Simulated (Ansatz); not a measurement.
Reaction (formal loss of a carbene): `COCBF` → `[CH2]` (triplet) + `OCBF`

Gas-phase electronic energies from Ansatz, PBE0-D4/def2-TZVP geometries. CCSD(T)/CBS adds triple-zeta CCSD(T) − MP2 to the extrapolated MP2 energy (def2 sets, frozen cores). This one scheme is used for every species. Functionals use def2-TZVPP. B3LYP here is the variant with VWN-RPA as its local correlation; programs differ in this. Triplets are unrestricted, without spin–orbit coupling. One conformer a species, not always the lowest.

```
             level  ΔE (kJ/mol)  difference from CCSD(T)/CBS
            PBE-D4        395.7                          8.2
         r2SCAN-D4        367.7                        -19.8
           PBE0-D4        386.1                         -1.4
          B3LYP-D4        386.0                         -1.5
           ωB97X-V        403.8                         16.3
           ωB97M-V        393.0                          5.5
            B2PLYP        382.6                         -4.9
               PBE        390.1                          2.6
            r2SCAN        366.1                        -21.4
              PBE0        381.3                         -6.2
             B3LYP        377.2                        -10.3
     HF/def2-TZVPP        252.1                       -135.4
    MP2/def2-TZVPP        389.0                          1.5
SCS-MP2/def2-TZVPP        394.0                          6.5
   CCSD/def2-TZVPP        369.5                        -18.0
CCSD(T)/def2-TZVPP        380.3                         -7.2
     HF/def2-QZVPP        251.7                       -135.8
    MP2/def2-QZVPP        393.0                          5.5
SCS-MP2/def2-QZVPP        399.3                         11.8
      HF/CBS(def2)        251.6                       -135.9
     MP2/CBS(def2)        396.1                          8.6
    CCSD/CBS(def2)        376.6                        -10.9
       CCSD(T)/CBS        387.5                            0
```

Largest T1 diagnostic among the species: 0.012.

In def2-TZVPP, CCSD(T) changes the Hartree–Fock value by +128.3 kJ/mol (the triples alone add +10.8 kJ/mol) and MP2 by +136.9 kJ/mol. From PBE to PBE0 (25 % exact exchange), in def2-TZVPP and without D4, ΔE moves by −8.8 kJ/mol. The D4 term adds +8.7 kJ/mol with B3LYP and +4.8 kJ/mol with PBE0; it sums over pairs of atoms, weighted by their polarisabilities, and B3LYP, whose exchange is more repulsive, gets the larger term.
